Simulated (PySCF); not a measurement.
A side-by-side comparison of computed properties.

First species: C2H2N2Si.
Cartesian coordinates in Å at the PBE0-D3(BJ)/def2-SVP level; atoms count from 1:
```xyz
7
C2H2N2Si angstrom
N     -2.4260   -1.1915   -0.0159
C     -1.4847   -0.5151   -0.0124
Si    -0.0005    0.5894    0.0017
C      1.4896   -0.5070   -0.0237
N      2.4335   -1.1797   -0.0375
H      0.0017    1.3841    1.2529
H     -0.0070    1.4297   -1.2193
```

Second species: C2H10GeO2Si2.
Structure used (PBE0-D3(BJ)/def2-SVP), in Å, numbered top down from 1:
```
atom  x, y, z in Å
Ge1   -2.8913   -1.0288    0.6499
O2    -1.7567   -0.6979   -0.6880
Si3   -0.1131   -0.6832   -0.7818
C4     0.6027    1.0451   -1.0440
C5     1.8963    1.1513   -0.2049
Si6    1.6216    0.0857    1.3375
O7     0.5465   -1.0504    0.7206
H8    -4.2850   -0.7533    0.0681
H9    -2.7402   -2.4974    1.0786
H10   -2.5744   -0.0747    1.8152
H11    0.3135   -1.6974   -1.7845
H12    0.7683    1.2985   -2.1034
H13   -0.1586    1.7531   -0.6709
H14    2.1722    2.1948    0.0164
H15    2.7463    0.7161   -0.7590
H16    2.8542   -0.5830    1.8450
H17    0.9804    0.8352    2.4613
```

Levels: CAM-B3LYP/def2-SVPD for HOMO energy, LUMO energy, HOMO–LUMO gap and static isotropic polarisability; TDDFT CAM-B3LYP/def2-SVPD for lowest singlet excitation. Geometries: PBE0-D3(BJ)/def2-SVP. All species are isolated and taken at one optimised geometry, non-relativistic unless stated; the electronic structure was computed with PySCF and density fitting.

```json
{"property": "HOMO energy", "column X": "-9.23 eV", "column Y": "-11.72 eV"}
{"property": "LUMO energy", "column X": "0.81 eV", "column Y": "-0.51 eV"}
{"property": "HOMO–LUMO gap", "column X": "10.04 eV", "column Y": "11.21 eV"}
{"property": "lowest singlet excitation", "column X": "7.06 eV", "column Y": "6.85 eV"}
{"property": "static isotropic polarisability", "column X": "104.6 au", "column Y": "54.4 au"}
```

Question: Which column belongs to which species?

Answer: Column X is the second species and column Y the first. The first has 7 atoms and 42 electrons, the second 17 and 98.

Question: How does each property change from the first species to the second?

Answer: HOMO energy +2.49 eV; LUMO energy +1.32 eV; HOMO–LUMO gap -1.17 eV; lowest singlet excitation +0.21 eV; static isotropic polarisability +50.2 au.

On the first: The polarisability is 8.07 Å³ as a volume (1 au = 0.148185 Å³), or 1.30 au for each of the 42 electrons. The principal polarisabilities are 42.6, 53.2 and 67.5 au; their mean is the isotropic value.

On the second: The 10 singlets span 7.06 to 8.26 eV, and their oscillator strengths add up to 0.23. S1 lies 2.98 eV below the HOMO–LUMO gap; its leading configuration is HOMO→LUMO, weight 0.48. The calculation is non-relativistic and has no spin–orbit coupling, an omission that weighs most on germanium.
